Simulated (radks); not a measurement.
Values are calculated unless marked as measured or tabulated.
Valence configurations of neutral terbium (all share [Xe]). Code: a radial shooting solver on a logarithmic mesh with Libxc functionals. Model: scalar-relativistic Kohn-Sham, PBE, spin-polarised, spherical densities, point nucleus; open shells are filled with parallel spins first (spin-orbit coupling, left out, can overturn this in heavy ions). Energies are relative to 4f9 6s2; eigenvalues in eV for spin up.

valence          E (eV)  moment (Bohr magnetons)    e(4f)   e(6p)   e(6s)
4f9 6s2           0.000                        5   -4.465       -  -3.782
4f8.5 6s2 6p0.5   0.658                        6   -8.943  -1.856  -4.812
4f9 6s1.5 6p0.5   1.101                        6   -5.091  -1.706  -4.374
4f9 6s1 6p1       2.020                        7   -5.616  -2.057  -4.847
4f9 6p2           4.827                        7   -6.883  -2.584       -
4f7 6s2 6p2      14.163                        9  -24.808  -3.490  -7.592

NIST lists [Xe] 4f9 6s2 as the ground configuration; this level of theory agrees among the configurations tried. The energies are those of spherical high-spin densities, not of single terms. No valid solution was reached for [Xe] 4f10 6p1; [Xe] 4f11; [Xe] 4f10 6s1; [Xe] 4f9 5d1 6s1.
